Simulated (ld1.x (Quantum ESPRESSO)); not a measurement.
# Varying the RRKJ potential for lutetium

Base potential:

- Element: Lu (Z = 71)
- Generator: ld1.x (Quantum ESPRESSO) 7.5
- Type: norm-conserving RRKJ (Kleinman–Bylander form)
- Functional: PBE
- Relativity: scalar-relativistic
- Frozen core: [Kr] 4d10
- Valence charge: 25
- Reference configuration: 4f14 5s2 5p6 5d1 6s2 6p0
- Partial waves: 5s (bound): rc 1.65 bohr; 5p (bound): rc 1.75 bohr; 5d (bound): rc 3.40 bohr; 4f (bound): rc 0.90 bohr
- Local potential: all-electron potential smoothed inside 1.25 bohr (lloc = -2)
- Core correction: Bessel-smoothed model core inside 0.45 bohr
- rho0: 0.005

Occupied shells without a wave of their own: 6s. They enter only through the test configuration that unscreens the potential, and ld1.x also counts them in the model core charge.

Cutoffs, loose and tight: the cutoffs (Ry, on a coarse ladder) from which the occupation-weighted sum of valence levels, in a spherical-Bessel basis at the reference potential, stays within 10 and 1 mRy of its value at 400 Ry. They do not see the model core or the augmentation charge, which bear on the density cutoff. Test errors are all-electron minus pseudo excitation energies from the reference, over the configurations 4f14 5s2 5p6 5d1 6s1 6p0; 4f14 5s2 5p6 5d1 6s0 6p0; 4f14 5s2 5p6 5d0 6s0 6p0; 4f14 5s2 5p6 5d2 6s1 6p0; 4f13 5s2 5p6 5d2 6s2 6p0; 4f14 5s2 5p6 5d2 6s0 6p0; 4f14 5s2 5p6 5d0 6s2 6p1. A dash means not determined; rows that change the core or the reference have their own tests.

With those shells counted twice in exchange and correlation these files are broken, and their errors move erratically; no question is asked of them.

Cutoffs are not given where the Bessel-basis levels miss the radial ones by over 6 mRy, ghosts where they miss by over 20 mRy; a channel whose overlap is not positive is not tested.

```csv
change,outcome,"cutoff, loose","cutoff, tight",bound ghosts,largest test error (meV)
base,generated,over 300 Ry,over 300 Ry,none,"no test is counted, since the test run did not reproduce the reference configuration"
wave 4f (bound): rc 0.90 bohr becomes 4f (bound): rc 0.56 bohr,generated,–,–,not determined,-1306
wave 4f (bound): rc 0.90 bohr becomes 4f (bound): rc 0.76 bohr,generated,over 300 Ry,over 300 Ry,none,-1305
wave 4f (bound): rc 0.90 bohr becomes 4f (bound): rc 1.04 bohr,generated,300 Ry,over 300 Ry,none,"no test is counted, since the test run did not reproduce the reference configuration"
wave 4f (bound): rc 0.90 bohr becomes 4f (bound): rc 1.14 bohr,generated,230 Ry,over 300 Ry,none,"no test is counted, since the test run did not reproduce the reference configuration"
wave 4f (bound): rc 0.90 bohr becomes 4f (bound): rc 1.28 bohr,generated,200 Ry,300 Ry,none,"no test is counted, since the test run did not reproduce the reference configuration"
```
